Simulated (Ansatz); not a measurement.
Molecule: CH$_{3}$Br$_{3}$Sn (charge 0, singlet). 
Structure (B3LYP-D3(BJ)/def2-TZVP (Ansatz, an electronic-structure program) minimum search):
```xyz
8

C     -2.5720    -0.3206     0.0878
Sn    -0.4499    -0.0561     0.0154
Br     0.5890    -1.5599    -1.6721
Br     0.1471     2.2819    -0.5896
Br     0.5966    -0.5558     2.2161
H     -2.7738    -1.3549     0.3553
H     -2.9708     0.3579     0.8379
H     -2.9742    -0.0898    -0.8956
```
Charge 0, spin multiplicity 1.

Basis-set convergence of Hartree-Fock and CCSD correlation energies (hartree) with Ansatz. Cores are frozen in the correlated levels unless marked. Spin-orbit coupling is left out. Frozen are the shells of the preceding noble gas and the d and f shells that filled before the atom's block. Past Kr the def2 sets carry scalar-relativistic core potentials.

```tsv
basis	functions	E(HF)	E(corr, CCSD)
def2-SVPD	199	-7969.40633	-0.65583
def2-TZVPPD	315	-7970.40149	-0.81141
def2-QZVPPD	544	-7970.55265	-0.87693
```

Extrapolating the two largest sets (X = 3 and 4) as X^-3: E(corr) = (64·(-0.87693) - 27·(-0.81141))/37 = -0.9247 Eh, an estimate of the basis-set limit. The largest set recovers 94.8 % of it, the smallest 70.9 %.
